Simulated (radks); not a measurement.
Task: Valence configurations of Ar+ (all share [Ne]). Calculated with a radial shooting solver on a logarithmic mesh with Libxc functionals: scalar-relativistic Kohn-Sham, PBE, spin-polarised, spherical densities, finite nucleus; open shells are filled with parallel spins first; Fermi nuclear charge, rms radius 3.4274 fm. Order these by energy: 3s2 3p5; 3s1 3p6; 3s1.5 3p5.5.

Result: From the lowest, in eV above it: 3s2 3p5 0.000; 3s1.5 3p5.5 7.270; 3s1 3p6 14.545. NIST lists [Ne] 3s2 3p5 as the ground configuration; this level of theory agrees among the configurations tried. The energies are those of spherical high-spin densities, not of single terms.
